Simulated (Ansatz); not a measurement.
A structure relaxed at PBE-D4/def2-SVP in Ansatz, charge 0, singlet:

Cartesian coordinates in Å:
```
B -0.075 -0.078 0.019
C 0.764 -0.129 -1.307
C 0.872 -1.453 -2.072
H 1.759 0.341 -1.143
H 0.223 0.630 -1.934
H 1.386 -1.330 -3.046
H 1.441 -2.206 -1.490
H -0.128 -1.890 -2.271
C 0.174 0.994 1.140
C -0.977 1.374 2.077
H 0.673 1.889 0.707
H 0.994 0.500 1.728
H -0.642 2.037 2.900
H -1.780 1.908 1.529
H -1.442 0.477 2.535
C -1.198 -1.132 0.233
N -2.045 -1.931 0.394
```

Problem. Give its formula, name or SMILES and point group.

Solution. BEt2(CN) (C₅H₁₀BN). Point group C2 (tolerance 0.1 Å).

Problem. Summarise the bond lengths by kind (pairs closer than 1.2 times the sum of covalent radii, bridged metal pairs left out).

Solution. 3 × B–C 1.56 to 1.57 Å; 2 × C–C 1.53 Å; 1 × C–N 1.18 Å; 10 × C–H 1.11 to 1.12 Å.
